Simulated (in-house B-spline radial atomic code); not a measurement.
Configurations of Nd III (Nd2+), with energies counted from [Xe] 4f4. All numbers are computed (scalar-relativistic (X2C) CAM-B3LYP, spin-polarised, spherical fractional occupations; Fermi nucleus of rms radius 4.9123 fm) with an all-electron radial atomic-structure program (B-spline basis), not measured. Shells without spins written out take the highest spin.

Caution: exact exchange at fractional occupations of open shells leaves self-interaction of up to several eV.

Occupations are held fixed; configurations that lie above the ionisation limit could autoionise.

```csv
configuration,E - E(ref) (eV),highest orbital,its <r> (bohr)
"[Xe] 4f(1 up, 3 down)",5.5786,4f up,1.165
"[Xe] 4f(2 up, 2 down)",7.4585,4f up,1.115
"[Xe] 4f(2 up, 1 down) 6s(1 up, 0 down)",8.6423,6s up,3.497
[Xe] 4f3 6p1,9.8065,6p up,4.269
[Xe] 4f3 6f1,18.583,6f up,10.51
[Kr] 4d10 4f4 5s2 5p5 5d1,24.12,5d up,2.542
[Kr] 4d10 4f4 5s2 5p5 5f1,35.135,5f up,6.156
[Kr] 4d9 4f4 5s2 5p6 6p1,127.8,6p up,4.252
```

Question: Order these further configurations by energy, lowest first.
A. [Kr] 4d9 4f4 5s2 5p6 5d1
B. [Kr] 4d10 4f4 5s2 5p5 6f1
C. [Kr] 4d(4 up, 5 down) 4f(4 up, 0 down) 5s2 5p6 5f(1 up, 0 down)
D. [Xe] 4f(2 up, 1 down) 6p(0 up, 1 down)
E. [Xe] 4f3 5f1

Answer: D (13.912 eV), E (16.269 eV), B (37.435 eV), A (123.14 eV), C (138.63 eV).

Question: How far above the reference does [Kr] 4d(4 up, 5 down) 4f(2 up, 2 down) 5s2 5p6 5d(1 up, 0 down) lie?

Answer: 133.83 eV; its least bound orbital is 5d up with <r> = 2.533 bohr.

Question: How far above the reference does [Kr] 4d9 4f4 5s2 5p6 6f1 lie?

Answer: 136.61 eV; its least bound orbital is 6f up with <r> = 10.46 bohr.

Question: How far above the reference does [Kr] 4d9 4f5 5s2 5p6 lie?

Answer: 114.91 eV; its least bound orbital is 4f up with <r> = 1.02 bohr.
